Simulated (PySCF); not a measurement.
This script is equivalent to a calculation on P(2+) (phosphorus, charge +2).

```python
from pyscf import gto, scf, dft, mp, cc
import basis_set_exchange as bse
mol = gto.M(atom="P 0 0 0", charge=2, spin=1, symmetry="D2h",
            basis=gto.basis.parse(bse.get_basis("def2-TZVP", elements=["P"], fmt="nwchem", header=False)))
mf = dft.UKS(mol, xc="MN15")
mf.irrep_nelec = {'Ag': (3, 3), 'B1u': (1, 1), 'B2u': (2, 1), 'B3u': (1, 1)}
mf.kernel()
```

Problem. What total energy does it give?

Solution. -340.036 hartree (calculated).

Problem. Which occupied shell lies highest, and where?

Solution. 3p α, at -26.816 eV.

Problem. What is ⟨S²⟩, and what would a pure spin state give?

Solution. 0.753, against 0.75.
